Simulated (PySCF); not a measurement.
Isomers of C3H12SSi3, mass 163.997 u with the commonest isotopes. Method used: PBE0/pcSseg-1 in PySCF (dipole) on a GFN2-xTB geometry, gas phase. One conformer each, none proved a minimum here; rigid rotors.

Task: Order these by out-of-plane moment Σ m c² = (Ia + Ib − Ic)/2, largest first.
A. `[CH3:1][Si:2]1([S:3][SiH3:4])[CH2:5][SiH2:6][CH2:7]1` with C1–Si2–S3–Si4 -63°
B. `[CH3:1][S:2][SiH2:3][SiH:4]1[CH2:5][SiH2:6][CH2:7]1` with C1–S2–Si3–Si4 177°, S2–Si3–Si4–C5 179°
C. `[CH2:1]=[C:2]([CH3:3])[SiH2:4][S:5][SiH2:6][SiH3:7]` with C1–C2–Si4–S5 -13°, C2–Si4–S5–Si6 -70°, Si4–S5–Si6–Si7 -177°
D. `[CH3:1][S:2][Si@@H:3]1[SiH2:4][CH2:5][C@@H:6]1[SiH3:7]` with C1–S2–Si3–Si4 -85°, S2–Si3–Si4–C5 -102°, Si3–Si4–C5–C6 -10°, Si4–C5–C6–Si7 143°, S2–Si3–C6–C5 106°

Result: A (101.06 u·Å²), C (58.64 u·Å²), B (56.46 u·Å²), D (44.27 u·Å²).

Task: Order these by rotational constant C, largest first.
A. `[CH2:1]=[C:2]([CH3:3])[SiH2:4][S:5][SiH2:6][SiH3:7]` with C1–C2–Si4–S5 -13°, C2–Si4–S5–Si6 -70°, Si4–S5–Si6–Si7 -177°
B. `[CH3:1][S:2][Si@@H:3]1[SiH2:4][CH2:5][C@@H:6]1[SiH3:7]` with C1–S2–Si3–Si4 -85°, S2–Si3–Si4–C5 -102°, Si3–Si4–C5–C6 -10°, Si4–C5–C6–Si7 143°, S2–Si3–C6–C5 106°
C. `[CH3:1][Si:2]1([S:3][SiH3:4])[CH2:5][SiH2:6][CH2:7]1` with C1–Si2–S3–Si4 -63°

Result: C (664.1 MHz), B (627.8 MHz), A (475.9 MHz).

Task: Order these by rotational constant B, smallest first.
A. `[CH2:1]=[C:2]([CH3:3])[SiH2:4][S:5][SiH2:6][SiH3:7]` with C1–C2–Si4–S5 -13°, C2–Si4–S5–Si6 -70°, Si4–S5–Si6–Si7 -177°
B. `[CH3:1][Si:2]1([S:3][SiH3:4])[CH2:5][SiH2:6][CH2:7]1` with C1–Si2–S3–Si4 -63°
C. `[CH3:1][S:2][Si@@H:3]1[SiH2:4][CH2:5][C@@H:6]1[SiH3:7]` with C1–S2–Si3–Si4 -85°, S2–Si3–Si4–C5 -102°, Si3–Si4–C5–C6 -10°, Si4–C5–C6–Si7 143°, S2–Si3–C6–C5 106°
D. `[CH3:1][S:2][SiH2:3][SiH:4]1[CH2:5][SiH2:6][CH2:7]1` with C1–S2–Si3–Si4 177°, S2–Si3–Si4–C5 179°

Result: D (488.7 MHz), A (511.7 MHz), B (700.0 MHz), C (954.2 MHz).

```json
{"SMILES": "C=C(C)[SiH2]S[SiH2][SiH3]", "point group": "C1", "Ia (u·Å²)": "191.64", "Ib (u·Å²)": "987.61", "Ic (u·Å²)": "1061.97", "κ": "-0.97", "μa (D)": "0.85", "μb (D)": "1.38", "μc (D)": "1.01"}
{"SMILES": "CS[SiH2][SiH]1C[SiH2]C1", "point group": "C1", "Ia (u·Å²)": "147.64", "Ib (u·Å²)": "1034.03", "Ic (u·Å²)": "1068.75", "κ": "-0.99", "μa (D)": "0.35", "μb (D)": "1.05", "μc (D)": "0.61"}
{"SMILES": "CS[Si@@H]1[SiH2]C[C@@H]1[SiH3]", "point group": "C1", "Ia (u·Å²)": "363.96", "Ib (u·Å²)": "529.64", "Ic (u·Å²)": "805.06", "κ": "-0.14", "μa (D)": "0.51", "μb (D)": "1.55", "μc (D)": "0.74"}
{"SMILES": "C[Si]1(S[SiH3])C[SiH2]C1", "point group": "C1", "Ia (u·Å²)": "241.17", "Ib (u·Å²)": "721.98", "Ic (u·Å²)": "761.03", "κ": "-0.95", "μa (D)": "0.26", "μb (D)": "1.07", "μc (D)": "1.48"}
```
